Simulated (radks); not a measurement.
The caesium anion Cs-, [Xe] 6s2, held by a Watson sphere: a shell of charge +1.1 at radius R that stands for the Madelung well of a crystal (potential energy -1.1/R inside, -1.1/r outside, in hartree with lengths in bohr). All-electron calculation, scalar-relativistic Kohn-Sham, PBEsol, spin-polarised, spherical densities, finite nucleus; Fermi nuclear charge, rms radius of each element as measured or else 0.836 A^(1/3) + 0.57 fm. Program: a radial shooting solver on a logarithmic mesh with Libxc functionals. Response by self-consistent Sternheimer equations with the Hartree and adiabatic LDA kernel, the relativistic mass of each level held fixed and spin-orbit coupling left out. The sphere does not respond.

R (bohr)  e(5s) (eV)  e(5p) (eV)  e(6s) (eV)  <r> 6s (bohr)  sum of <r^2> (bohr^2)  X-ray form factor at sin(theta)/lambda = 0.2 1/angstrom  alpha (bohr^3)
3.03         -29.465     -16.291      -3.665          4.807                  103.5                                                   43.877           240.3
3.4          -28.778     -15.624      -3.633          4.867                  105.1                                                   43.866           249.2
3.83         -28.161     -15.006      -3.567          4.971                  107.5                                                   43.868           267.4
4.1          -27.854     -14.693      -3.511          5.049                  109.3                                                   43.873           282.8
4.83         -27.249     -14.069      -3.328          5.288                  114.7                                                   43.890           336.9
5.51         -26.883     -13.688      -3.136          5.523                  120.2                                                   43.902           400.7
6            -26.692     -13.488      -2.997          5.689                  124.4                                                   43.908           452.8
